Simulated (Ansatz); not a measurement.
Born–Oppenheimer molecular dynamics of AlClFO (4 atoms, charge 0, multiplicity 2). It goes on from the last frame of an earlier run, with new velocities.

Computed with Ansatz 0.2.0, UKS B3LYP/STO-3G.

```
ensemble                      : NVE (Milne-controlled integrator)
time step                     : 1 fs
steps asked                   : 400
starting velocities drawn for : 500 K
seed                          : 740396
```

Frames 20 fs apart, positions in Å, forces in eV/Å.

Velocities at 100.0 fs (Å/ps):

```
O 3.67 -3.43 4.29
Al 1.15 2.20 -0.79
F 0.01 -0.89 1.34
Cl -2.54 0.35 -2.06
```

```xyz
4
Properties=species:S:1:pos:R:3:forces:R:3 time_fs=100.0 energy_less_start_eV=0.061 T=264
O 1.012 0.585 1.367 -0.81 -0.54 -1.32
Al 0.102 -0.106 -0.016 0.27 1.14 1.19
F 0.282 -1.692 -0.313 -0.05 -0.05 -0.20
Cl -1.319 1.129 -1.014 0.60 -0.54 0.33
4
Properties=species:S:1:pos:R:3:forces:R:3 time_fs=120.0 energy_less_start_eV=0.053 T=294
O 1.018 0.485 1.341 0.64 0.67 0.90
Al 0.121 -0.048 0.010 -1.22 -0.65 -1.19
F 0.271 -1.648 -0.294 -0.05 0.33 -0.12
Cl -1.331 1.105 -1.033 0.64 -0.35 0.41
4
Properties=species:S:1:pos:R:3:forces:R:3 time_fs=140.0 energy_less_start_eV=0.089 T=154
O 1.060 0.473 1.359 -0.44 0.19 -0.52
Al 0.066 -0.016 0.003 1.49 -1.08 1.45
F 0.253 -1.598 -0.315 -0.06 -0.10 -0.19
Cl -1.297 1.060 -1.024 -1.00 1.00 -0.74
4
Properties=species:S:1:pos:R:3:forces:R:3 time_fs=160.0 energy_less_start_eV=0.044 T=330
O 1.077 0.539 1.360 0.05 0.21 0.16
Al 0.097 -0.075 0.083 -0.98 1.09 -0.74
F 0.231 -1.607 -0.375 0.14 -0.85 -0.14
Cl -1.317 1.080 -1.054 0.79 -0.45 0.73
4
Properties=species:S:1:pos:R:3:forces:R:3 time_fs=180.0 energy_less_start_eV=0.049 T=312
O 1.069 0.631 1.352 -0.55 -0.34 -0.56
Al 0.061 -0.084 0.096 0.46 -1.06 -0.39
F 0.224 -1.663 -0.432 -0.08 1.43 0.68
Cl -1.282 1.075 -1.029 0.16 -0.02 0.27
4
Properties=species:S:1:pos:R:3:forces:R:3 time_fs=200.0 energy_less_start_eV=0.086 T=167
O 0.972 0.669 1.259 0.49 0.22 0.68
Al 0.052 -0.129 0.067 -0.05 1.33 0.32
F 0.222 -1.618 -0.413 0.33 -2.20 -0.48
Cl -1.230 1.068 -0.976 -0.76 0.65 -0.52
4
Properties=species:S:1:pos:R:3:forces:R:3 time_fs=220.0 energy_less_start_eV=0.038 T=351
O 0.953 0.730 1.278 -0.24 -0.57 -0.39
Al 0.067 -0.149 0.045 0.42 -0.55 0.00
F 0.252 -1.741 -0.408 -0.13 1.28 0.45
Cl -1.250 1.121 -0.970 -0.04 -0.16 -0.05
4
Properties=species:S:1:pos:R:3:forces:R:3 time_fs=240.0 energy_less_start_eV=0.062 T=261
O 0.914 0.690 1.255 0.47 0.12 0.54
Al 0.107 -0.170 0.020 -1.17 0.66 -0.94
F 0.273 -1.747 -0.351 0.00 0.11 0.00
Cl -1.274 1.158 -0.971 0.71 -0.89 0.40
4
Properties=species:S:1:pos:R:3:forces:R:3 time_fs=260.0 energy_less_start_eV=0.079 T=194
O 0.929 0.622 1.275 -0.27 -0.34 -0.59
Al 0.061 -0.120 -0.058 1.41 -0.02 1.82
F 0.286 -1.702 -0.294 -0.08 -0.41 -0.33
Cl -1.253 1.127 -0.951 -1.06 0.77 -0.91
4
Properties=species:S:1:pos:R:3:forces:R:3 time_fs=280.0 energy_less_start_eV=0.033 T=372
O 0.967 0.543 1.288 0.75 0.65 1.03
Al 0.102 -0.091 -0.012 -0.97 -0.88 -1.05
F 0.285 -1.699 -0.287 -0.14 0.56 -0.12
Cl -1.300 1.139 -0.996 0.35 -0.33 0.14
4
Properties=species:S:1:pos:R:3:forces:R:3 time_fs=300.0 energy_less_start_eV=0.064 T=253
O 1.068 0.536 1.375 -0.88 -0.37 -1.21
Al 0.090 -0.090 0.012 0.22 0.95 0.85
F 0.263 -1.672 -0.320 -0.07 0.00 -0.15
Cl -1.325 1.127 -1.036 0.73 -0.58 0.51
4
Properties=species:S:1:pos:R:3:forces:R:3 time_fs=320.0 energy_less_start_eV=0.029 T=387
O 1.067 0.508 1.320 0.48 0.53 0.74
Al 0.061 -0.045 0.069 -0.18 -0.69 -0.55
F 0.224 -1.595 -0.368 0.05 -0.35 -0.02
Cl -1.282 1.065 -1.028 -0.35 0.51 -0.16
```

Of the whole run (400 fs, mean temperature of the second half 312 K): The conserved energy stayed within 0.022 meV per atom of its start (net change 0.012 meV per atom), so the integration is sound. A run of 0.4 ps of so small a system gives no equilibrium averages. Limits of this set-up: minimal basis.

Run time: 8.3 min on 1 thread of Intel(R) Xeon(R) Platinum 8488C (Sapphire Rapids) (shared host), peak memory 0.13 GiB.
